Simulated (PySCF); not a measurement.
# Radial density of In+ (indium, charge +1)

UHF, [Kr] 4d10 5s2, closed-shell 1S. All numbers are calculated (PySCF 2.14, the spin-free X2C one-electron Hamiltonian (Gaussian nucleus), in x2c-QZVPPall).

```csv
r (bohr),4πr²ρ (e/bohr)
0.0230,62.83
0.0386,54.07
0.0649,68.53
0.109,76.55
0.184,54.82
0.309,62.69
0.520,21.07
0.874,21.72
1.47,7.469
2.47,1.442
4.16,0.1874
7.00,0.001998
```

Densities and radii are taken from the X2C orbitals without a picture-change correction, which distorts them close to the nucleus.
